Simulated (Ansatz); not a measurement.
```yaml
crystal:
  periodic: [false, false, false]
  atoms:
    - {symbol: C, position_ang: [-1.303902, 0.293871, -0.920626]}
    - {symbol: Si, position_ang: [-0.237961, -0.250475, 0.506479]}
    - {symbol: C, position_ang: [1.486735, -0.756855, 0.323184]}
    - {symbol: C, position_ang: [1.385166, 0.458931, 0.862428]}
    - {symbol: H, position_ang: [-0.689683, 0.688990, -1.731742]}
    - {symbol: H, position_ang: [-2.003994, 1.071501, -0.604039]}
    - {symbol: H, position_ang: [-1.891327, -0.544016, -1.305188]}
    - {symbol: H, position_ang: [-1.063440, -0.808094, 1.608726]}
    - {symbol: H, position_ang: [2.309761, -1.408080, 0.052841]}
    - {symbol: H, position_ang: [2.091746, 1.203225, 1.210736]}
basis:
  gaussian: {orbitals: pcseg-2, final_grid: {core_spheres: 8, valence_spheres: 7, degree: 23}}
hamiltonian: {xc: {name: wB97X-V}}
smearing: {width: 0.1}
output: {forces: true}
```

```sh
$ ansatz run in.yaml --threads 2 --pin off --events-out ev --progress --plain --max-ram 4352MiB
```

Shortened log:

```
Error: YAML parse error: error: line 17 column 1: unknown field `smearing`, expected one of crystal, accuracy, basis, kpoints, hamiltonian, magnetization, projection, total_charge, correlation, batch, efield, external_charges, scf, relax, neb, saddle, md, ramp, phonons, dielectric, real_time, elastic, magnetic_configurations, gw, evaluate, workflow, output, checkpoint, execution
15 |   gaussian: {orbitals: pcseg-2, final_grid: {core_spheres: 8, val…
16 | hamiltonian: {xc: {name: wB97X-V}}
17 | smearing: {width: 0.1}
18 | output: {forces: true}
```

Q: What is wrong with this run?

A: The input holds a key that doesn't belong there. The program refused the input.
